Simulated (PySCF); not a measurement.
Polarisability and C₆ of Ru (ruthenium, neutral)

[Kr] 4d7 5s1, high-spin 5F determinant. Computed with PySCF 2.14 in aug-cc-pVTZ-DK (9s8p6d3f2g, 102 functions), with scalar relativity by spin-free X2C-1e. Coupled (time-dependent) response in atomic units; α is the mean over directions.

```csv
method,mean α (bohr³),C₆ (like pair),S(−4)
PBE0,62.53,575.1,2595
```

S(−4) is the Cauchy moment in α(ω) = α(0) + S(−4) ω² + …

Reference α: 72 ± 10 bohr³ (recommended; Schwerdtfeger and Nagle, table of static dipole polarizabilities (2023 update)). Published C₆: 809.0 (Gould and Bucko (2016)).

Spin-orbit coupling is absent.

α(iu) at PBE0:

```json
{"u (hartree)": "0", "α(iu) (bohr³)": "62.53"}
{"u (hartree)": "0.0500", "α(iu) (bohr³)": "56.81"}
{"u (hartree)": "0.100", "α(iu) (bohr³)": "45.56"}
{"u (hartree)": "0.200", "α(iu) (bohr³)": "28.28"}
{"u (hartree)": "0.300", "α(iu) (bohr³)": "19.52"}
{"u (hartree)": "0.500", "α(iu) (bohr³)": "11.85"}
{"u (hartree)": "0.750", "α(iu) (bohr³)": "7.784"}
{"u (hartree)": "1.00", "α(iu) (bohr³)": "5.627"}
{"u (hartree)": "1.50", "α(iu) (bohr³)": "3.397"}
{"u (hartree)": "2.00", "α(iu) (bohr³)": "2.289"}
{"u (hartree)": "3.00", "α(iu) (bohr³)": "1.240"}
{"u (hartree)": "5.00", "α(iu) (bohr³)": "0.5273"}
```
